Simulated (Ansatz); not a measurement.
**AlFGeH5Sn+: which of two structures lies lower**

Structure X: a singlet given by its coordinates. Structure Y: a singlet given by its coordinates. Both are isolated ions in the gas phase, relaxed with PBE0-D3(BJ)/def2-SVP.

X (Å):

```csv
atom,x (Å),y (Å),z (Å)
Al,1.4439,0.1127,0.2230
F,-0.0380,-0.0995,1.1731
Ge,1.2310,-1.6471,1.9001
Sn,2.1593,1.8478,-1.6995
H,0.3712,-2.8957,1.6458
H,1.2746,-1.3298,3.4035
H,3.6458,2.4724,-1.1622
H,0.8883,2.9749,-1.7296
H,2.2814,0.8848,-3.0950
```

Close contacts (Å): Al1–F2 1.77, Al1–Ge3 2.44, Al1–Sn4 2.69, F2–Ge3 2.13, Ge3–H5 1.54, Ge3–H6 1.54, Sn4–H7 1.70, Sn4–H8 1.70, Sn4–H9 1.70.

Y (Å):

```tsv
atom	x (Å)	y (Å)	z (Å)
Al	2.3827	-0.6136	0.0598
F	-0.1473	-0.6962	2.5625
Ge	0.0472	-1.3493	0.9846
Sn	2.2881	1.8916	-0.9031
H	-1.3228	-2.0127	0.6887
H	3.2744	-1.8792	0.3750
H	3.2704	2.7973	0.1498
H	0.6515	2.3619	-0.8504
H	2.8942	1.7842	-2.4890
```

Close contacts (Å): Al1–Ge3 2.62, Al1–Sn4 2.69, F2–Ge3 1.72, Al1–H6 1.58, Ge3–H5 1.55, Sn4–H7 1.70, Sn4–H8 1.70, Sn4–H9 1.70.

Task: Estimate E(Y) − E(X) at the level CCSD(T)/def2-SVP + ΔMP2/def2-TZVPP.

Result: Calculated at CCSD(T)/def2-SVP + ΔMP2/def2-TZVPP: E(Y) − E(X) = +111.9 kJ/mol, so structure X lies lower.

Level by level:

```tsv
level	geometry	E(Y) − E(X) (kJ/mol)	departure from the last row (kJ/mol)	job, with rough time for the two
PBE0-D3(BJ)/def2-SVP	PBE0-D3(BJ)/def2-SVP	+119.3	+7.4	optimisation, 87 s
HF/def2-SVP	PBE0-D3(BJ)/def2-SVP	+110.3	−1.6	part of the CCSD(T) run
MP2/def2-SVP	PBE0-D3(BJ)/def2-SVP	+123.9	+12.0	part of the CCSD(T) run
CCSD(T)/def2-SVP	PBE0-D3(BJ)/def2-SVP	+120.3	+8.4	single point
CCSD(T)/def2-SVP + ΔMP2/def2-TZVPP	PBE0-D3(BJ)/def2-SVP	+111.9		single point, 59 s
```

None of the levels shown reverses the order. The largest departure from CCSD(T)/def2-SVP + ΔMP2/def2-TZVPP is that of MP2/def2-SVP, 12.0 kJ/mol. A small imaginary or near-zero mode remains, so no thermal terms are given. Levels run at GFN2-xTB geometries aren't shown. The last row adds to CCSD(T) the change of the MP2 difference between the two basis sets, here −8.4 kJ/mol.

The correlated steps freeze 19 core orbitals; the filled d shell of Ge and Sn is correlated, in a basis made for valence electrons. Atoms past krypton carry core potentials in the def2 sets and no spin–orbit term is included. Codes used: Ansatz 0.2.0; the last row on 2 threads of Arm Neoverse V2 on a shared host.
